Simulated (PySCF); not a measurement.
# Basis-set dependence of population analyses: `CSc1ccncc1`

Species: C6H7NS.
Bonds: C1–S2, S2–C3, C3–C4 (aromatic), C4–C5 (aromatic), C5–N6 (aromatic), N6–C7 (aromatic), C7–C8 (aromatic), C3–C8 (aromatic). Hydrogens: H9, H10, H11 on C1; H12 on C4; H13 on C5; H14 on C7; H15 on C8.

PBE0 throughout (PySCF), one geometry, spherical d and f functions. One conformer (not necessarily the lowest) at the PBE0-D3(BJ)/def2-SVP geometry, without solvent, vibrations or thermal averaging. Atoms taken as equivalent share a column and are averaged. The first 7 of 9 kinds of atom are listed.

Mulliken charges (e):

```tsv
basis	functions	C1	S2	C3	C4/C8	C5/C7	N6	H9/H10/H11
STO-3G	51	-0.319	+0.215	-0.098	-0.103	+0.005	-0.245	+0.095
pcSseg-0	90	-0.934	+0.389	-0.380	-0.244	+0.103	-0.658	+0.290
6-31G	90	-0.769	+0.416	-0.316	-0.155	-0.014	-0.395	+0.220
6-31G*	130	-0.712	+0.207	-0.085	-0.210	+0.005	-0.389	+0.223
cc-pVDZ	151	-0.202	+0.029	-0.097	-0.045	+0.120	-0.229	+0.094
def2-SVP	151	-0.178	-0.011	-0.039	-0.061	+0.055	-0.179	+0.099
pcSseg-1	178	-0.423	+0.127	-0.252	-0.137	+0.162	-0.416	+0.166
aug-cc-pVDZ	251	+0.155	+0.102	+0.571	+1.293	-0.173	-0.336	-0.080
6-311+G(2d,p)	266	-0.467	-0.496	+0.989	-0.130	-0.258	-0.290	+0.185
def2-TZVP	296	-0.403	-0.028	+0.093	-0.147	-0.066	-0.208	+0.158
```

IAO charges (e):

```
        basis  functions      C1      S2      C3   C4/C8   C5/C7      N6  H9/H10/H11
       STO-3G         51  -0.492  +0.286  -0.124  -0.171  -0.057  -0.192      +0.142
     pcSseg-0         90  -0.523  +0.164  -0.092  -0.192  -0.021  -0.266      +0.172
        6-31G         90  -0.525  +0.154  -0.079  -0.194  -0.027  -0.270      +0.172
       6-31G*        130  -0.510  +0.181  -0.083  -0.195   0.000  -0.288      +0.163
      cc-pVDZ        151  -0.507  +0.184  -0.079  -0.201  -0.002  -0.283      +0.162
     def2-SVP        151  -0.498  +0.191  -0.082  -0.198   0.000  -0.282      +0.159
     pcSseg-1        178  -0.508  +0.191  -0.087  -0.202  -0.002  -0.291      +0.162
  aug-cc-pVDZ        251  -0.513  +0.181  -0.076  -0.206  -0.002  -0.297      +0.165
6-311+G(2d,p)        266  -0.522  +0.194  -0.082  -0.205  -0.002  -0.299      +0.166
    def2-TZVP        296  -0.524  +0.199  -0.084  -0.205  -0.001  -0.297      +0.166
```

Hirshfeld charges (e):

```json
{"basis": "STO-3G", "functions": "51", "C1": "-0.037", "S2": "+0.071", "C3": "-0.003", "C4/C8": "-0.052", "C5/C7": "+0.035", "N6": "-0.185", "H9/H10/H11": "+0.024"}
{"basis": "pcSseg-0", "functions": "90", "C1": "-0.098", "S2": "+0.039", "C3": "-0.010", "C4/C8": "-0.070", "C5/C7": "+0.018", "N6": "-0.166", "H9/H10/H11": "+0.049"}
{"basis": "6-31G", "functions": "90", "C1": "-0.093", "S2": "+0.002", "C3": "-0.006", "C4/C8": "-0.064", "C5/C7": "+0.018", "N6": "-0.185", "H9/H10/H11": "+0.053"}
{"basis": "6-31G*", "functions": "130", "C1": "-0.092", "S2": "-0.006", "C3": "-0.001", "C4/C8": "-0.062", "C5/C7": "+0.019", "N6": "-0.183", "H9/H10/H11": "+0.053"}
{"basis": "cc-pVDZ", "functions": "151", "C1": "-0.107", "S2": "+0.033", "C3": "-0.005", "C4/C8": "-0.068", "C5/C7": "+0.015", "N6": "-0.160", "H9/H10/H11": "+0.051"}
{"basis": "def2-SVP", "functions": "151", "C1": "-0.111", "S2": "+0.045", "C3": "-0.004", "C4/C8": "-0.071", "C5/C7": "+0.017", "N6": "-0.167", "H9/H10/H11": "+0.051"}
{"basis": "pcSseg-1", "functions": "178", "C1": "-0.113", "S2": "+0.041", "C3": "-0.008", "C4/C8": "-0.070", "C5/C7": "+0.017", "N6": "-0.174", "H9/H10/H11": "+0.052"}
{"basis": "aug-cc-pVDZ", "functions": "251", "C1": "-0.124", "S2": "+0.053", "C3": "-0.012", "C4/C8": "-0.072", "C5/C7": "+0.013", "N6": "-0.178", "H9/H10/H11": "+0.055"}
{"basis": "6-311+G(2d,p)", "functions": "266", "C1": "-0.116", "S2": "+0.050", "C3": "-0.016", "C4/C8": "-0.070", "C5/C7": "+0.013", "N6": "-0.181", "H9/H10/H11": "+0.054"}
{"basis": "def2-TZVP", "functions": "296", "C1": "-0.118", "S2": "+0.045", "C3": "-0.011", "C4/C8": "-0.070", "C5/C7": "+0.014", "N6": "-0.177", "H9/H10/H11": "+0.054"}
```

Some averages cover members that differ in this geometry, most widely: C4/C8, Mulliken in aug-cc-pVDZ +1.058 to +1.528; H9/H10/H11, Mulliken in aug-cc-pVDZ -0.311 to +0.036; C5/C7, Mulliken in 6-311+G(2d,p) -0.359 to -0.157; C4/C8, Mulliken in 6-311+G(2d,p) -0.175 to -0.084 e.

Problem. Which scheme is steadiest as the basis changes?

Solution. Largest range over the bases for any column: Hirshfeld 0.09 e, IAO 0.13 e, Mulliken 1.54 e. Hirshfeld charges move least and Mulliken charges most, counted in e. Without the minimal STO-3G basis the ranges are Hirshfeld 0.06, IAO 0.05, Mulliken 1.54 e.

Problem. How much do the charges still move between the two largest bases, 6-311+G(2d,p) and def2-TZVP?

Solution. At most, over all atoms: Mulliken 0.895 e, IAO 0.006 e, Hirshfeld 0.006 e.

Problem. What do the same runs give for the total energy, the frontier levels and the dipole moment?

Solution. 
```csv
basis,energy (Eh),HOMO (eV),LUMO (eV),μ (D)
STO-3G,-677.4053,-3.98,2.46,3.08
pcSseg-0,-684.1829,-6.85,-0.73,3.11
6-31G,-685.1777,-6.58,-0.43,3.02
6-31G*,-685.2860,-6.47,-0.42,2.79
cc-pVDZ,-685.3308,-6.51,-0.52,2.75
def2-SVP,-684.9775,-6.56,-0.61,2.89
pcSseg-1,-685.2536,-6.68,-0.76,2.94
aug-cc-pVDZ,-685.3478,-6.64,-0.83,2.93
"6-311+G(2d,p)",-685.3977,-6.63,-0.84,2.98
def2-TZVP,-685.4239,-6.61,-0.77,2.91
```

The dipole is fixed by the density alone, so its range of 0.36 D shows that the density itself changes with the basis, not only its division among atoms.
